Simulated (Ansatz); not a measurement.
Relaxation of H6NPSi2 (10 atoms, charge 0, multiplicity 1), to a largest force component of 0.02 eV/Å in at most 50 steps.

Level of theory: RKS r2SCAN/def2-SVP (Ansatz 0.2.0).

```xyz
10
Properties=species:S:1:pos:R:3
Si -0.833 1.011 -0.548
N 0.440 0.237 0.082
Si -0.063 -0.860 1.161
P 1.489 -0.502 -0.976
H -1.801 0.122 -1.282
H 0.562 1.165 0.538
H -0.406 2.132 -1.475
H -0.797 -1.960 0.613
H 1.086 -1.356 2.051
H 2.600 -0.588 -0.174
```

Task: Where does it end, and by what steps?

Result: The run converged. After 18 steps the energy has fallen by 3.631 eV; Si3 moved furthest, 0.60 Å. Parted: Si1–Si3, Si1–H6.

| step | energy less start (eV) | largest force component (eV/Å) | accepted |
| --- | --- | --- | --- |
| 0 | 0.0000 | 7.954 | yes |
| 1 | -1.5781 | 4.566 | yes |
| 2 | -2.4607 | 1.202 | yes |
| 3 | -2.5853 | 0.841 | yes |
| 4 | -2.6555 | 0.443 | yes |
| 5 | -2.6841 | 0.230 | yes |
| 6 | -2.7232 | 0.387 | yes |
| 7 | -2.8599 | 0.826 | yes |
| 8 | -3.1066 | 0.973 | yes |
| 9 | -3.3353 | 0.928 | yes |
| 10 | -3.4632 | 0.800 | yes |
| 11 | -3.5697 | 0.479 | yes |
| 12 | -3.5953 | 0.575 | yes |
| 13 | -3.6216 | 0.146 | yes |
| 14 | -3.6260 | 0.100 | yes |
| 15 | -3.6289 | 0.064 | yes |
| 16 | -3.6306 | 0.044 | yes |
| 17 | -3.6288 | 0.100 | no |
| 18 | -3.6313 | 0.019 | yes |

```xyz
10
Properties=species:S:1:pos:R:3
Si -1.262 1.334 -0.498
N 0.424 0.516 0.218
Si 0.264 -1.186 0.781
P 1.443 -0.520 -0.972
H -1.558 -0.026 -1.164
H 0.961 1.173 0.791
H -0.538 1.868 -1.741
H -1.099 -1.743 0.695
H 1.001 -1.454 2.042
H 2.641 -0.563 -0.160
```

The run took 79 s on 2 threads of Arm Neoverse V1, on a shared host, peak memory 0.16 GiB.
